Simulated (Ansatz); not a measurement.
Isolated molecules relaxed with PBE0-D4/def2-TZVP in Ansatz; ΔE leaves out vibrations. CBS: MP2 limit from def2 TZ/QZ plus the TZ coupled-cluster correction, frozen cores. DFT in def2-TZVPP. B3LYP here is the variant with VWN-RPA as its local correlation; programs differ in this. def2 core potentials past Kr. For Ge, Te outer-core shells are correlated without core-valence functions, which leaves a few kJ/mol of doubt a bond. Scalar relativity is left out up to krypton. One conformer a species, not always the lowest.

`C[NH][GeH2][OH]` + H₂Te → `[OH][GeH2][TeH]` + CH₃NH₂  (ligand exchange at a Ge–N bond)

Task: Is it downhill or uphill in electronic energy at CCSD(T)/CBS, and by how much? (An estimate is asked.)

Result: Computed: Downhill: ΔE = -0.54 eV.

Task: What do these levels give: PBE0-D4, PBE0, B3LYP, MP2/def2-TZVPP, CCSD/def2-TZVPP, CCSD/CBS(def2)? (An estimate is asked.)

Result: Ansatz gave: PBE0-D4 -0.62, PBE0 -0.63, B3LYP -0.57, MP2/def2-TZVPP -0.52, CCSD/def2-TZVPP -0.46, CCSD/CBS(def2) -0.53 eV.

Largest T1 diagnostic among the species: 0.011.
